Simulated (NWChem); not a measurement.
System: C2H4ClFSi; SMILES FC(=C)[SiH2]Cl

NWChem input:

```
start job
memory heap 200 mb stack 900 mb global 1100 mb
geometry units angstroms noautoz
  C     -1.560580     1.260103     0.000000
  C     -0.231080     1.215604     0.000000
  F      0.491258     2.353648     0.000000
  Si     0.872653    -0.309328     0.000000
  Cl    -0.332495    -1.989683     0.000000
  H     -2.130953     0.330019     0.000000
  H     -2.093843     2.214892     0.000000
  H      1.725870    -0.319199    -1.218595
  H      1.725870    -0.319199     1.218595
end
basis spherical
  * library def2-tzvp
end
dft
  xc m06-2x
  iterations 150
  semidirect filesize 400000000
  mulliken
end
task dft energy
```

Structure relaxed at the PBE0/def2-SVP level.

Q: What results follow from this input? (M06-2X/def2-TZVP.) Quantities: energy (Ha); highest occupied level (eV); orbital gap (eV); dipole (D).

A: 
```json
{
  "energy (Ha)": "-928.16",
  "highest occupied level (eV)": "-9.23",
  "orbital gap (eV)": "9.53",
  "dipole (D)": "0.21"
}
```
